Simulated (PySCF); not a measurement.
## Polarisability and C₆ of Sb- (antimony, charge -1)

[Kr] 4d10 5s2 5p4, high-spin 3P determinant. All numbers are calculated (PySCF 2.14, a scalar-relativistic core potential, in aug-cc-pVQZ-PP with ECP28MDF (7s7p5d3f2g, 92 functions)). Coupled (time-dependent) response in atomic units; α is the mean over directions.

```csv
method,mean α (bohr³),"α xx, yy, zz",C₆ (like pair),S(−4)
LC-wPBE,116.7,"98.39, 153.3, 98.39",1846,5384
```

S(−4) is the Cauchy moment in α(ω) = α(0) + S(−4) ω² + …

Spin-orbit coupling is absent.

α(iu) at LC-wPBE:

```tsv
u (hartree)	α(iu) (bohr³)
0	116.7
0.0500	105.3
0.100	84.36
0.200	52.04
0.300	34.24
0.500	17.92
0.750	10.04
1.00	6.551
1.50	3.579
2.00	2.330
3.00	1.253
5.00	0.5391
```

A single London oscillator, α(iu) = α/(1 + u²/ω²), gives C₆ = (3/4) ω α². Matching the computed C₆ needs ω = 4 × 1846 / (3 × 116.7²) = 0.181 hartree.

For an ion, C₆ is the dispersion term alone; charge-induced terms of lower order in 1/R come first.

The components differ because the open shell of this determinant is not spherical; for a pure term their mean is the scalar polarisability.

Energies and moments cover only the electrons outside the core potential.
